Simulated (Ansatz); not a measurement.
Harmonic frequencies (cm⁻¹) at PBE0-D4/def2-TZVP from Ansatz: 206, 356, 383, 548, 764, 914, 1078, 2568, 2568.

Each molecule was computed in one conformer, which needn't be the lowest.

(1) Which molecule is it?
A. `[NH2][Al][Br]`•
B. `[O][Sn]([F])([Cl])[Cl]`•
C. `S[B]S`•
D. `F[SiH](F)[S]`•

Results:

(1) C.
